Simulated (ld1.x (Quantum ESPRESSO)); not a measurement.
**Before and after: RRKJ potential for germanium**

ld1.x (Quantum ESPRESSO) 7.5 input, shortened:

```
&input
   title='Ge', zed=32., rel=1, dft='PZ', iswitch=3,
   config='[Ar] 3d10 4s2 4p0.5'
 /
 &inputp
   pseudotype=2, tm=.false., lloc=0,
   nlcc=.false.
 /
2
4P  2  1   0.50   0.00  1.55  1.55  0.0
4S  1  0   2.00   0.00  1.40  1.40  0.0
 &test
   configts(1)='4s2 4p0.5'
 /
```

Change: reference 4s1 4p3.

Cutoffs: the cutoffs (Ry, on a coarse ladder) from which the occupation-weighted sum of valence levels, in a spherical-Bessel basis at the reference potential, stays within 10 and 1 mRy of its value at 400 Ry; they do not see the model core or the augmentation charge, which bear on the density cutoff. Errors are all-electron minus pseudo energies relative to the spin-unpolarised reference configuration.

Question: What does the change do?

Answer: The potential gets softer (40 Ry and 80 Ry → 35 Ry and 70 Ry); both files keep a bound ghost (p).

| quantity | base | changed |
| --- | --- | --- |
| cutoff, loose | 40 Ry | 35 Ry |
| cutoff, tight | 80 Ry | 70 Ry |
| loose cutoff by channel (10 mRy a level) | p 12 Ry, s 30 Ry | p 10 Ry, s 30 Ry |
| bound ghosts | p | p |
| largest error over its own tests, meV | +25 | +207 |
| s: phases at 1.70 bohr within 0.05 rad from the reference energy up to (Ry; the scan ends near 5) | 3.1 | 3.9 |
| p: phases at 1.70 bohr within 0.05 rad from the reference energy up to (Ry; the scan ends near 5) | to the end of the scan | to the end of the scan |

 A true bound ghost makes a file unfit for plane-wave use even where its test errors are small: the radial tests pick states by their node count and pass the ghost by.
